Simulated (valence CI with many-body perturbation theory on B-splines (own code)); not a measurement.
# Basis-set convergence for Ni22+

Computed by relativistic CI+MBPT: four valence electrons over a frozen Dirac-Fock core [He], a basis of 9 s, 9 p, 8 d, 6 f, 3 g, 1 h functions for each j, with the one-electron correlation potential Σ1 (screened to all orders), the two-electron term Σ2, the three-electron term Σ3, Breit, model QED; selected single and double excitations, second order for the rest, scaled by the run's own slope (own B-spline code, finite nucleus).

No measured spectrum was set against this ion. As an estimate, levels of excited configurations hold to 0.05 to 0.15 % of their energy, terms of the ground configuration to about 0.5 %. Among the levels kept, up to 450 cm⁻¹ of a level comes from second order outside the variational space, and about a tenth of that is noise between levels of different J, which matters for small intervals.

The reference run has the lowest level 2s²2p² ³P_0 and an ionisation energy of 2010.82 eV. Its largest variational space holds 23589 state functions.

Names give the largest LS component (configuration and term), which can be under half, so a name can repeat, a term be missing and a line seem to break the LS rules; names also repeat where a configuration has a term twice.

Changed runs:
A. basis 6 s, 6 p, 5 d, 3 f, 1 g
B. basis 5 s, 5 p, 4 d, 2 f

Excitation energies of the reference run in cm⁻¹, and shifts in cm⁻¹:

```
                 Level  Reference       A      B
           2s²2p² ³P_1     109702     -29    -90
           2s²2p² ³P_2     161924     +28    +70
           2s²2p² ¹D_2     324706     +88   +258
           2s²2p² ¹S_0     465136    +166   +520
           2s2p³ ⁵S°_2     586063    -269   -827
           2s2p³ ³D°_1     894235     +73   +247
           2s2p³ ³D°_2     899821     +59   +197
           2s2p³ ³D°_3     941065     +66   +191
           2s2p³ ³P°_0    1064810    +107   +370
           2s2p³ ³P°_1    1078600    +101   +343
           2s2p³ ³P°_2    1104980    +107   +353
           2s2p³ ³S°_1    1251020    +150   +522
Ionisation energy (eV)    2010.82  -0.021  -0.07
```
